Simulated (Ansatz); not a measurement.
The cluster Si₅W₄, relaxed as a singlet with RKS PBE-D4/def2-SVP in Ansatz, starting from the GFN1-xTB geometry. Force threshold 0.03 eV/Å.

In the def2 sets W takes a core potential; there is no spin–orbit coupling. Another isomer (singlet) lies 0.65 eV lower at PBE0-D4/def2-TZVP; other spin states weren't run for this one.

Start:

| atom | x (Å) | y (Å) | z (Å) |
| --- | --- | --- | --- |
| W1 | 0.542 | -2.074 | -1.143 |
| W2 | 0.691 | 0.272 | -2.324 |
| W3 | -0.291 | -1.336 | 1.214 |
| W4 | -1.627 | -0.562 | -1.409 |
| Si5 | -0.728 | 1.841 | -0.955 |
| Si6 | 0.064 | 1.493 | 1.356 |
| Si7 | 1.581 | 0.036 | 2.402 |
| Si8 | 1.800 | -0.153 | -0.029 |
| Si9 | -2.033 | 0.483 | 0.889 |

Question: Estimate the energy that the relaxation releases and the steps that it takes.

Answer: 118.2 kJ/mol, in 12 steps; 2.3 min on 4 threads of Intel Xeon on a shared host. No frequencies were taken in this run, so the end may be a saddle point.

Question: Does the start keep its bonding?

Answer: By distances, no bond broke or formed. The bond that changes most is W2–W4, from 2.63 to 2.33 Å (atoms count from 1).

Question: Predict the relaxed structure.

Answer: 
Cartesian coordinates in Å:
```
W 0.480 -2.017 -0.951
W 0.526 0.223 -2.295
W -0.248 -1.325 1.198
W -1.508 -0.526 -1.449
Si -0.541 1.957 -1.021
Si -0.007 1.425 1.391
Si 1.607 0.002 2.345
Si 1.707 -0.079 -0.073
Si -2.016 0.340 0.854
```
Bond lengths (bridged metal pairs left out): 9 × Si–W 2.40 to 2.77 Å; 5 × W–W 2.33 to 3.04 Å; 4 × Si–Si 2.35 to 2.53 Å.
